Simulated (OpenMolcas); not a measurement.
Pt5+ among 8 point charges of -1.2 e arranged as a cube (Oh), 1.72 Å from the ion.

```
Program             : OpenMolcas
Method              : SS-CASPT2, IPEA 0.25 Eh, imaginary shift 0.1 Eh (closed shells correlated: 5s 5p)
Basis               : ANO-RCC-VTZP [8s7p5d3f1g]
Scalar Hamiltonian  : DKH2, point nucleus
Active space        : 5 electrons in 5 orbitals (5d)
State averaging     : 2S+1 = 6 even, 1 root; 2S+1 = 4 even, 24 roots; 2S+1 = 2 even, 75 roots
Spin-orbit coupling : state interaction with AMFI integrals over the reference wave functions
```

(1) What is the spin-free ground state (labels of O, the rotations of Oh)?

(2) What are the lowest two levels with spin-orbit coupling?

(3) What is χT at 300 K?

(4) Which ligand-field parameters describe the states?

## Answers

(1) 6A1, 1-fold in its orbital part, 100 % from free-ion S terms; it has the highest spin that d5 allows.

(2) A 4-fold level Γ8, then a 2-fold level Γ7 190 cm-1 above it. Their leading multiplicities are 6 (77 %) and 6 (80 %).

(3) 3.80 cm3 K/mol.

(4) A least-squares ligand-field fit to the states below 45000 cm-1, each weighted by its degeneracy and with a free common offset, gives 10Dq = -7835 cm-1 (negative for this site), B = 735 cm-1 and C = 3858 cm-1 (C/B = 5.25), with an rms deviation of 341 cm-1. 

Roots that are degenerate in the reference are averaged as groups; the widest CASPT2 spread within a group is 300 cm-1 (the 3-fold group of multiplicity 4 near 21300 cm-1 above the lowest state of its run). Shifts and gaps below about the spread of the groups concerned are not significant. Point charges give a weaker field than real ligands, and real ions of this kind are as a rule low spin; the high spin found here belongs to the model. Free-ion shares, where given, are those of the reference states; single-state CASPT2 does not remix them. This is an electrostatic model: the charges have no orbitals. No measured value stands beside these numbers.
